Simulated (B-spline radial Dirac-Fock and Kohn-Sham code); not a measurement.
What relativity does to the binding energies of F⁴⁺

System: F⁴⁺ in the configuration [He] 2s2 2p1.

Both columns are ΔSCF binding energies of the configuration average from a radial B-spline solver: non-relativistic Hartree-Fock with a point nucleus, and Dirac-Fock with a finite nucleus and the Coulomb interaction alone, averaged over the two j levels with weights 2j+1.

```
shell  Hartree-Fock (eV)  Dirac-Fock (eV)  shift (eV)  shift (%)
   1s              824.6            825.4       +0.79      +0.10
   2s              126.4            126.5       +0.15      +0.12
   2p              114.1            114.1       +0.01      +0.01
```

Relativity binds 1s, 2s, 2p more strongly, among those listed most of all 2s in relative terms.

Values without a named source are computed, but for edge energies of neutral atoms, which are taken from tables.
